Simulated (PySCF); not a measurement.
CH₂Li₂, SMILES [Li][CH2][Li].

The structure is a stationary point at r2SCAN-D4/def2-TZVPD.

Two levels are set side by side: PBE/def2-TZVPD (PySCF) and PBE0/def2-TZVPD (PySCF). Same geometry, gas phase. Differences are taken from unrounded values.

| quantity | PBE |
|---|---|
| orbital gap (eV) | 1.08 |
| highest occupied level (eV) | -2.60 |
| lowest empty level (eV) | -1.52 |
| dipole moment (D) | 4.88 |
| mean polarisability (bohr³) | 139.6 |

**Question.** These are the PBE values. What does PBE0 give? (Estimate from the structure and the level; the computed values follow.)

**Answer.** 
```json
[
 {"quantity": "orbital gap (eV)", "PBE0": "2.38", "PBE minus PBE0": "-1.30"},
 {"quantity": "highest occupied level (eV)", "PBE0": "-3.34", "PBE minus PBE0": "0.74"},
 {"quantity": "lowest empty level (eV)", "PBE0": "-0.96", "PBE minus PBE0": "-0.55"},
 {"quantity": "dipole moment (D)", "PBE0": "5.16", "PBE minus PBE0": "-0.27"},
 {"quantity": "mean polarisability (bohr³)", "PBE0": "109.5", "PBE minus PBE0": "30.2"}
]
```

PBE's occupied levels lie high since its potential decays too fast outside the molecule; exact exchange lowers them and widens the gap. PBE's more diffuse valence density responds more strongly to a field. Differences between two approximate levels are no errors against the true value.

Rough cost on one machine, each run with all the roots and properties that it gave: PBE0 against PBE within a factor of 2.
